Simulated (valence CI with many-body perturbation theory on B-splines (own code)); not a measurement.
Forbidden lines of Cd XXVIII

Computed by valence CI with perturbative core correlation (CI+MBPT): three valence electrons over a frozen Dirac-Fock core [Ar], radial functions for each j: 7 s, 7 p, 8 d, 6 f, 4 g, 1 h, with the one-electron correlation potential Σ1 (screened to all orders), the two-electron term Σ2, the three-electron term Σ3, Breit, model QED; selected single and double excitations, second order for the rest (own B-spline code, finite nucleus).

The last digits are not significant, and no measured levels were compared; by estimate large intervals hold to a few tenths of a per cent, small ones and those within an open d or f shell to about a per cent. Only levels of the ground parity were solved; by the run's estimate the other parity begins above the list, which can be wrong where configurations are misplaced.

Lines 1 to 50 of 70 in falling wavelength, among levels below 45.039 eV, chosen from the decays that carry over 1 % of a level's rate. Wavelengths and rates use the calculated energies. Weak lines are less certain than strong ones. Lines between different terms over intervals too small for the method are left out, as are lines whose strength nearly cancels. The highest levels of a list are the least certain. Branching is blank where the lifetime is uncertain.

Names give the largest LS component (configuration and term), which can be under half, so a name can repeat, a term be missing and a line seem to break the LS rules; names also repeat where a configuration has a term twice. Letters in brackets count levels of one name in rising energy.

```
λ vac (nm)           Upper           Lower  Type   A (s⁻¹)  Branch %
     692.9      3d3 4P_1/2      3d3 4P_3/2    M1  7.97e+01       7.9
     634.7      3d3 4F_9/2      3d3 4F_7/2    M1  6.53e+01     100.0
     345.8      3d3 4F_7/2      3d3 4F_5/2    M1  7.89e+02     100.0
     292.8      3d3 2G_9/2     3d3 2H_11/2    M1  1.76e+02       1.3
     278.7  3d3 2D_5/2 [a]  3d3 2D_3/2 [a]    M1  4.16e+02       5.3
     241.0      3d3 2P_3/2  3d3 2D_5/2 [a]    M1  1.67e+02       1.1
     239.5      3d3 4F_5/2      3d3 4F_3/2    M1  2.59e+03     100.0
     230.7      3d3 4P_3/2      3d3 4F_5/2    M1  3.90e+02      10.1
     223.0     3d3 2H_11/2      3d3 2H_9/2    M1  6.06e+02      23.6
     181.6  3d3 2D_5/2 [a]      3d3 4P_5/2    M1  3.39e+02       4.3
     176.9      3d3 2H_9/2      3d3 4F_9/2    M1  2.92e+03      53.9
     161.7      3d3 4P_5/2      3d3 4P_3/2    M1  2.21e+03      73.9
     152.7      3d3 2G_7/2      3d3 4F_7/2    M1  2.06e+03      23.7
     151.9  3d3 2D_5/2 [a]      3d3 2G_7/2    M1  1.25e+02       1.6
     150.2  3d3 2D_3/2 [a]      3d3 4P_1/2    M1  1.39e+03       8.3
     148.8      3d3 2P_3/2      3d3 2P_1/2    M1  2.35e+03      14.9
     138.4      3d3 2H_9/2      3d3 4F_7/2    M1  2.49e+03      46.1
     131.1      3d3 4P_5/2      3d3 4F_7/2    M1  2.87e+02       9.6
     130.3      3d3 2P_1/2      3d3 4P_1/2    M1  7.70e+03      94.8
     129.2      3d3 2P_3/2  3d3 2D_3/2 [a]    M1  4.44e+03      28.2
     126.6      3d3 2G_9/2      3d3 2H_9/2    M1  5.68e+03      42.9
     123.4  3d3 2D_3/2 [a]      3d3 4P_3/2    M1  7.63e+03      45.6
     120.0      3d3 2F_5/2      3d3 4P_5/2    M1  1.83e+03      34.9
     117.5      3d3 4P_3/2      3d3 4F_3/2    M1  3.48e+03      89.9
     116.5      3d3 2G_9/2      3d3 2G_7/2    M1  6.17e+03      46.6
     112.7      3d3 2F_7/2      3d3 4P_5/2    M1  1.07e+02       2.0
     109.6      3d3 2P_1/2      3d3 4P_3/2    M1  1.59e+02       2.0
     106.2      3d3 2F_5/2      3d3 2G_7/2    M1  5.82e+02      11.1
     105.9      3d3 2G_7/2      3d3 4F_5/2    M1  6.64e+03      76.2
     103.6      3d3 2P_3/2      3d3 4P_5/2    M1  4.78e+03      30.4
     101.8  3d3 2D_3/2 [b]      3d3 2P_3/2    M1  4.57e+02          
     100.5      3d3 4P_1/2      3d3 4F_3/2    M1  9.21e+02      91.9
     100.4      3d3 2F_7/2      3d3 2G_7/2    M1  1.30e+03      24.5
     98.65     3d3 2H_11/2      3d3 4F_9/2    M1  1.96e+03      76.4
     95.07      3d3 4P_5/2      3d3 4F_5/2    M1  3.86e+02      12.9
     94.52  3d3 2D_5/2 [b]      3d3 2P_3/2    M1  5.45e+02       1.7
     89.76  3d3 2D_3/2 [b]      3d3 2F_5/2    M1  3.34e+03          
     88.04  3d3 2D_5/2 [b]      3d3 2F_7/2    M1  3.42e+03      10.9
     85.55  3d3 2D_5/2 [a]      3d3 4P_3/2    M1  8.29e+02      10.5
     84.04  3d3 2D_5/2 [b]      3d3 2F_5/2    M1  7.53e+03      24.0
     80.42  3d3 2D_3/2 [a]      3d3 4F_5/2    M1  5.96e+03      35.6
     76.15  3d3 2D_5/2 [a]      3d3 4F_7/2    M1  5.07e+03      64.1
     73.79      3d3 2G_9/2      3d3 4F_9/2    M1  2.02e+02       1.5
     71.58  3d3 2D_3/2 [b]  3d3 2D_5/2 [a]    M1  5.56e+03          
     68.87      3d3 2F_5/2      3d3 4P_3/2    M1  1.26e+03      24.0
     68.05      3d3 4P_5/2      3d3 4F_3/2    M1  1.06e+02       3.5
     67.89  3d3 2D_5/2 [b]  3d3 2D_5/2 [a]    M1  5.72e+02       1.8
     66.99      3d3 2F_7/2      3d3 4F_9/2    M1  2.51e+03      47.1
     66.10      3d3 2G_9/2      3d3 4F_7/2    M1  1.01e+03       7.6
     63.14      3d3 2P_3/2      3d3 4P_3/2    M1  7.62e+02       4.9
```
